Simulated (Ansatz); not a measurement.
Geometry optimisation, Ansatz 0.2.0, RKS B3LYP/def2-SVP.

The input (input.yaml):

```yaml
crystal:
  periodic: [false, false, false]
  atoms:
    - { symbol: Ti, position_ang: [0.02191, 0.647287, -0.391891] }
    - { symbol: Cl, position_ang: [1.154575, -0.911366, 2.618621] }
    - { symbol: O, position_ang: [1.414977, -0.406581, -0.586593] }
    - { symbol: H, position_ang: [1.779847, -1.011881, 0.077442] }
    - { symbol: Cl, position_ang: [-0.368545, 1.654182, -2.314314] }
    - { symbol: F, position_ang: [-1.368306, -0.244365, 0.153264] }
    - { symbol: O, position_ang: [0.402468, 1.904659, 0.940793] }
    - { symbol: H, position_ang: [1.123545, 2.543513, 0.87471] }
    - { symbol: H, position_ang: [0.842628, 0.380051, 2.470267] }
basis:
  gaussian: { orbitals: def2-SVP }
hamiltonian:
  xc: b3lyp
relax:
  f_tol: 0.03
  max_steps: 50
output:
  orbitals: {}
```

Command:

```bash
$ ansatz run input.yaml --threads 4 --pin off --max-ram 5120MiB --backend cpu --events-out ev --progress --plain --runs-dir out
```

Problem. Where does it end, and by what steps?

Solution. The forces met the threshold. After 27 steps the energy has fallen by 0.214 eV; H8 moved furthest, 1.40 Å.

| step | energy less start (eV) | largest force component (eV/Å) | accepted |
| --- | --- | --- | --- |
| 0 | 0.0000 | 1.160 | yes |
| 1 | -0.0272 | 1.342 | yes |
| 2 | -0.0709 | 0.676 | yes |
| 3 | -0.0988 | 0.540 | yes |
| 4 | -0.1136 | 0.348 | yes |
| 5 | -0.1383 | 0.309 | yes |
| 6 | -0.1446 | 0.443 | yes |
| 7 | -0.1538 | 0.251 | yes |
| 8 | -0.1639 | 0.135 | yes |
| 9 | -0.1629 | 1.161 | no |
| 10 | -0.1728 | 0.049 | yes |
| 11 | -0.1790 | 0.303 | yes |
| 12 | -0.1796 | 0.782 | yes |
| 13 | -0.1864 | 0.369 | yes |
| 14 | -0.1910 | 0.053 | yes |
| 15 | -0.1978 | 0.201 | yes |
| 16 | -0.1889 | 0.985 | no |
| 17 | -0.2005 | 0.218 | yes |
| 18 | -0.2055 | 0.229 | yes |
| 19 | -0.2074 | 0.329 | yes |
| 20 | -0.2084 | 0.297 | yes |
| 21 | -0.2103 | 0.198 | yes |
| 22 | -0.2104 | 0.193 | yes |
| 23 | -0.2121 | 0.059 | yes |
| 24 | -0.2132 | 0.058 | yes |
| 25 | -0.2135 | 0.103 | yes |
| 26 | -0.2137 | 0.064 | yes |
| 27 | -0.2138 | 0.026 | yes |

```xyz
9
Properties=species:S:1:pos:R:3
Ti -0.091 0.584 -0.455
Cl 2.408 -0.348 2.428
O 0.752 -0.944 -0.281
H 1.420 -1.175 0.394
Cl 0.635 1.721 -2.208
F -1.812 0.326 -0.610
O 0.268 1.505 1.056
H -0.138 2.295 1.440
H 1.562 0.591 2.079
```

Whether the end is a true minimum wasn't checked by a vibrational analysis.

Time of the run: 86 s on 4 threads of Arm Neoverse V1, with other jobs on the host, peak memory 0.36 GiB.
